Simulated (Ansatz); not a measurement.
An input meant for Zr(NH2)Cl3 (ZrNCl3H2) (charge 0, singlet).

```yaml
crystal:
  periodic: [false, false, false]
  atoms:
    - {symbol: Zr, position_ang: [0.015879, 0.013111, -0.730954]}
    - {symbol: N, position_ang: [0.018275, 0.032038, 1.272124]}
    - {symbol: H, position_ang: [0.774582, -0.314003, 1.875998]}
    - {symbol: Xx, position_ang: [-0.758704, 0.350192, 1.865276]}
    - {symbol: Cl, position_ang: [2.265563, -0.060737, -1.412099]}
    - {symbol: Cl, position_ang: [-1.192094, 1.908165, -1.430595]}
    - {symbol: Cl, position_ang: [-1.123501, -1.928767, -1.439750]}
basis:
  gaussian: {orbitals: def2-mTZVP, nuclear_model: gaussian}
hamiltonian: {xc: {name: r2SCAN0}, dispersion: d3bjatm}
scf: {omitted_lower_state_checks: [starts]}
output: {forces: true}
```

```sh
$ ansatz run in.yaml --threads 2 --pin off --events-out ev --progress --plain --max-ram 4352MiB
```

Problem. Predict how Ansatz answers.

Solution. The input was rejected before any iteration. An element symbol is wrong.
```
Error: YAML parse error: error: line 7 column 16: `Xx` is not an element symbol (H … Og, case-exact)
 --> <input>:7:16
5 |     - {symbol: N, position_ang: [0.018275, 0.032038, 1.272124]}
6 |     - {symbol: H, position_ang: [0.774582, -0.314003, 1.875998]}
7 |     - {symbol: Xx, position_ang: [-0.758704, 0.350192, 1.865276]}
8 |     - {symbol: Cl, position_ang: [2.265563, -0.060737, -1.412099]}
9 |     - {symbol: Cl, position_ang: [-1.192094, 1.908165, -1.430595]}
```
